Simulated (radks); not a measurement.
Valence configurations of Si+ (all share [Ne]). Calculated with a radial shooting solver on a logarithmic mesh with Libxc functionals: scalar-relativistic Kohn-Sham, BLYP, spin-unpolarised, spherical densities, point nucleus. Energies are relative to 3s2 3p1; eigenvalues in eV.

| valence | E (eV) | e(3p) | e(3s) |
|---|---|---|---|
| 3s2 3p1 | 0.000 | -11.517 | -18.907 |
| 3s1.5 3p1.5 | 3.711 | -11.833 | -19.289 |
| 3s1 3p2 | 7.455 | -12.136 | -19.655 |
| 3p3 | 15.032 | -12.711 | - |

NIST lists [Ne] 3s2 3p1 as the ground configuration; this level of theory agrees among the configurations tried. The energies are those of spherical spin-averaged densities, not of single terms.
